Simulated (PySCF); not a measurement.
Molecule: SMILES C=Cc1ccoc1[S-], [C6H5OS]-.

Geometry (Å), atoms numbered from 1 in this order:
```xyz
13

C    -2.237   -0.666   -0.009
C    -1.368    0.348   -0.066
C     0.054    0.252   -0.019
C     0.879   -0.904    0.092
C     2.163   -0.476    0.095
O     2.226    0.881   -0.008
C     0.939    1.338   -0.079
S     0.644    2.981   -0.217
H    -3.303   -0.505   -0.052
H    -1.916   -1.692    0.081
H    -1.736    1.364   -0.157
H     0.551   -1.925    0.161
H     3.101   -0.996    0.159
```

Total charge -1.

Frames of a GFN2-xTB Langevin trajectory at 200 K; GIAO PBE0/pcSseg-1 shieldings in PySCF 2.14.0 with density-fitted response routines, gas phase, non-relativistic; equivalent atoms averaged within each frame.

Chemical shifts δ = σref − σ; $^{13}$C (σref 186.93) and $^{1}$H (σref 31.72) vs TMS; $^{17}$O (σref 336.08) against H2O; $^{33}$S (σref 503.73) against CS2, all at this level. The references are static minima.

Q: How do the shifts (ppm) fluctuate along the trajectory?

A: 
| time (fs) | C7 | C2 | C5 | C3 | C4 | C1 | O6 | S8 | H11 | H13 |
| --- | --- | --- | --- | --- | --- | --- | --- | --- | --- | --- |
| 250 | 192.4 | 141.3 | 131.3 | 122.7 | 112.7 | 91.2 | 306.6 | -55 | 8.08 | 7.13 |
| 425 | 189.9 | 142.7 | 135.0 | 121.0 | 116.0 | 85.9 | 311.5 | -52 | 6.82 | 6.63 |
| 625 | 188.8 | 141.7 | 135.2 | 117.5 | 115.3 | 90.2 | 307.4 | -37 | 7.85 | 6.60 |
| 800 | 200.0 | 142.7 | 136.1 | 120.9 | 113.4 | 89.6 | 319.2 | -15 | 7.39 | 6.49 |
| 1000 | 196.0 | 141.4 | 130.0 | 117.4 | 110.5 | 89.8 | 300.1 | -34 | 7.96 | 6.21 |
| mean of frames | 193.4 | 142.0 | 133.5 | 119.9 | 113.6 | 89.3 | 308.9 | -39 | 7.62 | 6.61 |
| standard deviation | 4.6 | 0.7 | 2.7 | 2.3 | 2.2 | 2.0 | 7.0 | 16 | 0.52 | 0.33 |

5 frames give an uncertainty of the mean of about the standard deviation over 2.2 at best, since frames this close in time may not be independent; classical motion lacks zero-point vibration, and the reference would need the same averaging.
